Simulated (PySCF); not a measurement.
Si(CF3)(OH)3 (CH3F3O3Si), SMILES O[Si](O)(O)C(F)(F)F. Atoms are numbered in the order given.

```xyz
11

O     -1.4357     0.5971     1.3770
Si     0.0000     0.0000     0.8608
O      1.2350     0.9448     1.3770
O      0.2007    -1.5419     1.3770
C      0.0000     0.0000    -1.0612
F     -0.4099     1.1784    -1.5626
F      1.2255    -0.2342    -1.5626
F     -0.8156    -0.9442    -1.5626
H     -1.6586     1.5053     1.1529
H      2.1330     0.6838     1.1529
H     -0.4743    -2.1891     1.1529
```
Charge 0, spin multiplicity 1.

Geometry: PBE0-D3(BJ)/def2-SVP. Other conformers were not sampled.

Two levels are set side by side: PBE/pcSseg-1 (PySCF) and KT2/pcSseg-1 (PySCF). GIAO shifts against CFCl3 (¹⁹F), H2O (¹⁷O), TMS (²⁹Si), TMS (¹H), TMS (¹³C) at the same level; non-relativistic, no solvent, atoms listed together averaged. Differences are taken from unrounded values.

```tsv
quantity	KT2
δ(¹⁷O) of O1, O3, O4 (ppm)	48.8
δ(²⁹Si) of Si2 (ppm)	-60.0
δ(¹³C) of C5 (ppm)	132.5
δ(¹⁹F) of F6, F7, F8 (ppm)	-112.8
δ(¹H) of H9, H10, H11 (ppm)	2.43
```

What does PBE give, and how far is it from KT2? (Estimate from the structure and the level; the computed values follow.)


```
quantity                        PBE  PBE minus KT2
---------------------------  ------  -------------
δ(¹⁷O) of O1, O3, O4 (ppm)     51.7            2.9
δ(²⁹Si) of Si2 (ppm)          -63.0           -3.0
δ(¹³C) of C5 (ppm)            137.9            5.4
δ(¹⁹F) of F6, F7, F8 (ppm)   -107.3            5.5
δ(¹H) of H9, H10, H11 (ppm)    2.37          -0.06
```

Rough cost on one machine, each run with all the roots and properties that it gave: KT2 against PBE within a factor of 2.
